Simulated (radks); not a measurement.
Values are calculated unless marked as measured or tabulated.
Problem. Radial electron density D(r) = 4 pi r^2 rho(r) of an atom or ion with 12 electrons. Code: a radial shooting solver on a logarithmic mesh with Libxc functionals. Model: Dirac Kohn-Sham, PBE, spin-unpolarised, spherical densities, point nucleus.

| r (bohr) | D(r) (e/bohr) |
|---|---|
| 0.008237 | 1.230 |
| 0.01047 | 1.863 |
| 0.01321 | 2.738 |
| 0.01679 | 3.993 |
| 0.02134 | 5.667 |
| 0.02713 | 7.774 |
| 0.03421 | 10.13 |
| 0.04349 | 12.63 |
| 0.05529 | 14.73 |
| 0.06973 | 15.80 |
| 0.08864 | 15.45 |
| 0.1127 | 13.65 |
| 0.1433 | 11.25 |
| 0.1807 | 9.745 |
| 0.2297 | 10.13 |
| 0.292 | 12.23 |
| 0.3682 | 14.09 |
| 0.4681 | 13.79 |
| 0.595 | 10.68 |
| 0.7564 | 6.360 |
| 0.954 | 3.133 |
| 1.213 | 1.668 |
| 1.542 | 1.388 |
| 1.944 | 1.186 |
| 2.472 | 0.6949 |
| 3.142 | 0.2473 |
| 3.994 | 0.04888 |
| 5.037 | 0.005063 |
| 6.404 | 0.0001990 |

What is the nuclear charge?

Solution. Z = 14. The innermost maximum, from 1s, lies near gamma/Z bohr with gamma = sqrt(1 - (Z/c)^2) = 0.995, here 0.0711 bohr (found: 0.0743), and its height grows with Z. The density is that of the silicon ion Si2+ in [Ne] 3s2; the configuration itself is not fixed sharply by these data, and Z only to about a unit. D(r) has 2 maxima, at r = 0.0743, 0.405 bohr, and minima at 0.196 bohr, inside which lie 2.20 electrons.
